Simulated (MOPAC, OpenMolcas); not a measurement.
How methods differ on SiCNF2 (SMILES N#C[Si](F)F)

SiCNF2: 5 atoms, total charge 0, spin state doublet. SMILES: `N#C[Si](F)F`. Geometry: relaxed at PBE0-D4/def2-TZVP.

Each level gives the dipole moment (D). The values are calculated.

| level | kind | program | value (D) | CPU time |
| --- | --- | --- | --- | --- |
| PM3 | semi-empirical | MOPAC | 2.94 | under 2 s |
| UHF/aug-cc-pVDZ | Hartree–Fock | OpenMolcas | 2.56 | 43 s |
| USVWN5/aug-cc-pVDZ | LDA | OpenMolcas | 2.28 | 67 s |
| UPBE/aug-cc-pVDZ | GGA | OpenMolcas | 2.26 | 1.8 min |
| UTPSS/aug-cc-pVDZ | meta-GGA | OpenMolcas | 2.29 | 2 min |
| UBHLYP/aug-cc-pVDZ | global hybrid | OpenMolcas | 2.45 | 1.9 min |

The values span 2.26 to 2.94 D. Magnitudes only. Times are those of the runs behind each value, whatever else they computed, on shared processors of several kinds: orders of magnitude only.
